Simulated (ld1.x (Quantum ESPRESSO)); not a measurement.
Pseudopotential generation for H: TM, PBEsol, fully relativistic.

H (Z = 1), norm-conserving Troullier–Martins (Kleinman–Bylander form), made with ld1.x (Quantum ESPRESSO) 7.5 (PBEsol, fully relativistic). Core none, reference 1s1. Waves: 1s (bound): rc 0.70 bohr; 2p channel at 0.15 Ry: rc 0.65 bohr. Local part: the p channel. Core correction: none.

Open shells are filled in proportion to 2j + 1 (rel_dist='average').

All-electron outer shells of the reference configuration (PBEsol, scalar-relativistic, ld1.x):

| shell | level (eV) | outermost node (bohr) | outermost maximum (bohr) |
| --- | --- | --- | --- |
| 1s | -6.33 | – | 1.05 |

Does the generator finish with these settings?

Yes, a potential is produced and its reference levels are reproduced.

Estimate the cutoffs (Ry, on a coarse ladder) from which the occupation-weighted sum of valence levels, in a spherical-Bessel basis at the reference potential, stays within 10 and 1 mRy of its value at 400 Ry.

35 Ry and 70 Ry.

Does the potential have ghost states?

No extra level below or beside the all-electron valence levels (s, p1/2, p3/2, d, f tested).
